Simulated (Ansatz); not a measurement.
C$_{3}$H$_{11}$BSi, SMILES `CBCC[SiH3]`. The species carries charge 0 and has multiplicity 1. All single points use the PBE0-D4/def2-TZVP geometry. It is one conformer, not always the lowest.

```xyz
16

C     1.291    1.904    1.133
B    -0.005    1.043    1.212
C    -0.073   -0.430    0.705
C    -0.565   -0.238   -0.755
Si   -0.766   -1.878   -1.644
H     1.114    2.939    0.829
H     2.094    1.475    0.529
H     1.668    1.969    2.166
H    -1.017    1.549    1.623
H    -0.789   -1.055    1.246
H     0.894   -0.941    0.697
H    -1.527    0.288   -0.776
H     0.137    0.381   -1.325
H    -1.753   -2.725   -0.920
H     0.536   -2.597   -1.676
H    -1.238   -1.685   -3.043
```

What is the dipole moment at PBE/def2-TZVPP? (Estimate.)

Ansatz gave: 0.64 D, with components (0.46, 0.43, 0.10) D in this frame, pointing from negative to positive charge.

And with r2SCAN, B3LYP, ωB97M-V? (Estimate.)

The calculation gave: r2SCAN 0.65 D, B3LYP 0.61 D, ωB97M-V 0.64 D.

Give the Mulliken charges with PBE, B3LYP, r2SCAN in def2-TZVPP. (Estimate.)

Ansatz gave: 
| atom | PBE | B3LYP | r2SCAN |
| --- | --- | --- | --- |
| C1 | -0.32 | -0.30 | -0.23 |
| B2 | 0.02 | 0.03 | 0.09 |
| C3 | -0.17 | -0.18 | -0.14 |
| C4 | -0.25 | -0.27 | -0.23 |
| Si5 | 0.20 | 0.27 | 0.28 |
| H6 | 0.11 | 0.10 | 0.07 |
| H7 | 0.08 | 0.08 | 0.05 |
| H8 | 0.10 | 0.09 | 0.06 |
| H9 | 0.01 | 0.02 | -0.01 |
| H10 | 0.09 | 0.09 | 0.06 |
| H11 | 0.08 | 0.09 | 0.06 |
| H12 | 0.11 | 0.10 | 0.08 |
| H13 | 0.11 | 0.10 | 0.08 |
| H14 | -0.06 | -0.07 | -0.07 |
| H15 | -0.06 | -0.07 | -0.08 |
| H16 | -0.06 | -0.07 | -0.08 |

B3LYP here is the variant with VWN-RPA as its local correlation; programs differ in this.
